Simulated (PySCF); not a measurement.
**Sn: excitation energy**

Sn [Kr] 4d10 5s2 5p2 (3P) → Sn [Kr] 4d10 5s1 5p3 (5S), as a difference of total energies. All numbers are calculated (PySCF 2.14, scalar relativity by spin-free X2C-1e, in aug-cc-pwCVTZ-DK3). Correlated levels: valence: [Kr] 4d10 frozen. The calculations carry no spin-orbit coupling.

```csv
method,excitation energy (eV)
UHF,2.969
MP2 (valence),3.755
SCS-MP2 (valence),4.105
CCSD (valence),3.939
CCSD(T) (valence),3.976
```

Q: How much does correlation contribute at CCSD(T) (valence)?

A: 3.976 − (2.969) = 1.007 eV, measured against UHF.

Errors of the correlated levels include the incompleteness of this basis and the frozen core.

For comparison: 4.607 eV (measured; NIST levels, between the centres of gravity of the two terms).
